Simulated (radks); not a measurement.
Species: He+. Configuration: 1s1 (the NIST ground configuration). All-electron calculation, scalar-relativistic Kohn-Sham, LDA (Slater exchange, Perdew-Wang correlation), spin-unpolarised, spherical densities, finite nucleus; Gaussian nuclear charge, rms radius 1.6755 fm; without spin polarisation the odd electron is poorly described. Program: a radial shooting solver on a logarithmic mesh with Libxc functionals.

X-ray form factor f0, the Fourier transform of the density (f0(0) = 1):

sin(theta)/lambda (1/angstrom),f0 (electrons)
0.05,0.984
0.1,0.940
0.15,0.873
0.2,0.790
0.25,0.701
0.3,0.611
0.4,0.449
0.5,0.322
0.6,0.229
0.8,0.118
1,0.064
1.25,0.032
1.5,0.018
2,0.006
